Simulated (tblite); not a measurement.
Species: C₅H₁₃OSi (doublet state).
SMILES with atom numbers: `[CH3:1][CH:2][C@@H:3]([CH2:4][CH3:5])[O:6][SiH3:7]` (hydrogens: H8, H9, H10 on C1; H11 on C2; H12 on C3; H13, H14 on C4; H15, H16, H17 on C5; H18, H19, H20 on Si7)

Structure optimised with GFN2-xTB, isolated species. This method treats the open shell by occupation alone, without spin polarisation.

Q: What internal coordinates does the optimisation give?

A: 
| bond | length (Å) |
| --- | --- |
| C1–C2 | 1.475 |
| C2–C3 | 1.479 |
| C3–C4 | 1.533 |
| C4–C5 | 1.522 |
| C3–O6 | 1.427 |
| O6–Si7 | 1.612 |
| C1–H8, C1–H9, C1–H10 | 1.092 |
| C2–H11 | 1.078 |
| C3–H12 | 1.098 |
| C4–H13 | 1.091 |
| C4–H14 | 1.092 |
| C5–H15, C5–H16, C5–H17 | 1.088 |
| Si7–H18, Si7–H19 | 1.468 |
| Si7–H20 | 1.453 |

Bonds in one row agree within 0.01 Å and their mean is given. A selection of angles:
| angle | degrees |
| --- | --- |
| C2–C1–H8 | 111.0 |
| H8–C1–H9 | 106.9 |
| H9–C1–H10 | 109.5 |
| C1–C2–C3 | 121.8 |
| C1–C2–H11 | 118.6 |
| C3–C2–H11 | 117.2 |
| C2–C3–C4 | 112.6 |
| C2–C3–O6 | 107.6 |
| C2–C3–H12 | 109.9 |
| C4–C3–O6 | 108.6 |
| C4–C3–H12 | 109.3 |
| O6–C3–H12 | 108.7 |
| C3–C4–C5 | 111.6 |
| C3–C4–H13 | 108.3 |
| C3–C4–H14 | 108.3 |
| C5–C4–H13 | 110.2 |
| C5–C4–H14 | 110.4 |
| H13–C4–H14 | 108.0 |
| C4–C5–H15 | 110.4 |
| C4–C5–H17 | 110.6 |
| H15–C5–H16 | 108.8 |
| H16–C5–H17 | 108.3 |
| C3–O6–Si7 | 130.3 |
| O6–Si7–H18 | 111.1 |
| O6–Si7–H20 | 99.8 |
| H18–Si7–H19 | 107.3 |
| H18–Si7–H20 | 113.1 |

Dihedral angles: C1–C2–C3–C4 147° (anticlinal); C2–C3–C4–C5 -62° (synclinal); C2–C3–O6–Si7 141° (anticlinal).

The 4 C–C bonds span 1.475 Å (C1–C2, drawn single) to 1.533 Å (C3–C4, drawn single), a spread of 0.058 Å. Of the pairs four or more bonds apart, C2···H16 is among the closest relative to their van der Waals radii: 2.69 Å, 93 % of the sum of Bondi's values. C2 (carbon bonded to 2 C and H) is almost planar (angles 121.8°, 118.6° and 117.2°, sum 357.6°, 0.12 Å off the plane of its three neighbours). Si7 (silicon bonded to O and 3 H) is distorted tetrahedral (angles from 99.8° to 113.1°).

Point group: C1 (no symmetry element, even within 0.4 Å). Its lowest GFN2-xTB frequency is 10i cm⁻¹, too small to tell a flat minimum from a shallow saddle. 2 starts were optimised and ended at 0.00 and 0.80 kcal/mol (GFN2-xTB); the lowest of these is shown.

Hardware: Arm Neoverse N1, one thread, no GPU (shared host). Cost: 1.2 s. These figures are those of the optimisation.

One conformer stands for the species.

All values are computed, not measured.
